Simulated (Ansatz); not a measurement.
Born–Oppenheimer molecular dynamics of BFH5NOS (10 atoms, charge 0, multiplicity 1). It starts at the highest image of a converged band, a first-order saddle point between two minima.

These are results of RKS PBE/6-31G* (Ansatz 0.2.0), not measurements.

```json
{"ensemble": "NVE (velocity Verlet)", "time step": "0.5 fs", "steps asked": "200", "starting velocities drawn for": "300 K", "seed": "11993"}
```

First frame:

```xyz
10
Properties=species:S:1:pos:R:3
B -0.014 -0.054 0.179
N -0.050 0.046 1.734
H -0.819 -0.440 2.211
H 0.844 -0.211 2.172
F 1.213 -0.260 -0.322
O -1.103 -0.489 -0.532
H -1.952 -0.194 -0.158
S -0.201 2.528 0.425
H -1.561 2.599 0.397
H -0.166 1.302 1.634
```

(1) What does the run give?

(2) What happens to the structure?

(3) How do temperature and energy run in time?

Answers

(1) All steps were run.

```
steps done                                               : 200
time covered                                             : 100 fs
mean temperature over the second half                    : 849 K
spread of the potential energy over the second half      : 6.0 meV per atom
mean potential energy of the second half above the start : -56.7 meV per atom
```

The conserved energy stayed within 0.13 meV per atom of its start (net change 0.064 meV per atom), so the integration is sound. The kinetic energy rose, since the run started high on the potential surface and went downhill. It ends in pieces (BFH3NO + H2S), so much of that is their flight and rotation, not heat. A run of 0.1 ps of so small a system gives no equilibrium averages. The orbitals stay closed-shell, which can raise the energy where a bond breaks towards radicals; this wasn't checked here.

(2) Between its relaxed ends the band would form B1–S8, N2–H10 and break S8–H10. These pairs go: B1–S8 2.60 → 4.10 Å, N2–H10 1.27 → 5.05 Å, S8–H10 1.72 → 1.36 Å. In the last frame they stand as before the step (other bonds may differ from the relaxed reactants and products). It ends as BFH3NO + H2S. Pairs count as bonded within 1.25 times the sum of covalent radii (0.12 Å more for H–H). Another seed would give other details.

(3) 
```tsv
time (fs)	T (K)	potential energy less start (eV)	conserved less start (meV/atom)
0.0	300	0.000	0.00
8.0	180	0.124	0.07
16.0	210	0.095	0.12
24.0	444	-0.148	0.06
32.0	681	-0.393	0.04
40.0	687	-0.399	0.06
48.0	708	-0.421	0.07
56.0	835	-0.553	0.08
64.0	858	-0.577	0.07
72.0	773	-0.489	0.06
80.0	880	-0.599	0.07
88.0	952	-0.674	0.06
96.0	828	-0.545	0.07
```

The run took 4.8 min on 2 threads of Arm Neoverse V2 (shared host), peak memory 0.13 GiB.
